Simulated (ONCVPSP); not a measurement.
Rb, ONCV: configuration errors across variants

ONCVPSP 4.0.1 input, shortened (lines: element, Z, core and valence counts, functional; n l f; lmax; l rc ep ncon nbas qcut; lloc lpopt rc5 dvloc0; l nproj debl; icmod fcfact rcfact), PBE, scalar-relativistic:

```
  Rb 37.00    6    3        4      upf
    1    0    2.00
    2    0    2.00
    2    1    6.00
    3    0    2.00
    3    1    6.00
    3    2   10.00
    4    0    2.00
    4    1    6.00
    5    0    1.00
    2
    0    2.35    0.00    4    8    5.90
    1    1.75    0.00    4    6    3.90
    2    2.20    0.41    5    9    4.30
    4    5    1.10    0.00
    0    2    1.40
    1    1    1.90
    2    2    3.30
    0    0.00    0.00
```

All-electron excitation energies from the reference (eV): (1) 4s2 4p6 5s0 4.154; (2) 4s2 4p6 5s0.5 1.578; (3) 4s2 4p6 5s0 5p1 1.520; (4) 4s1 4p6 5s1 37.735.

1 further variants failed, have other tests or too few solved ones, and are left out.

A true bound ghost makes a file unfit for plane-wave use even where its test errors are small: the radial tests pick states by their node count and pass the ghost by.

Errors AE − PS in meV (a dash: test not solved or not reliable):

```
      change   (1)   (2)   (3)  (4)  bound ghosts  GHOST(+) flags above zero
        base  -0.2  -0.1  +4.9  -60          none                          s
d: debl 1.85  -0.2  -0.1  +4.9  -60          none                          s
 p: qcut 5.7  -0.2  -0.1  +4.2  -64          none                          s
  d: rc 2.48  -0.2  -0.1  +4.9  -60             d                          s
```

(1) Give the same row for: p: rc 2.34.

Results:

(1) -0.1, -0.1, +8.2, -31; bound ghosts: none; GHOST(+) flags above zero: s.
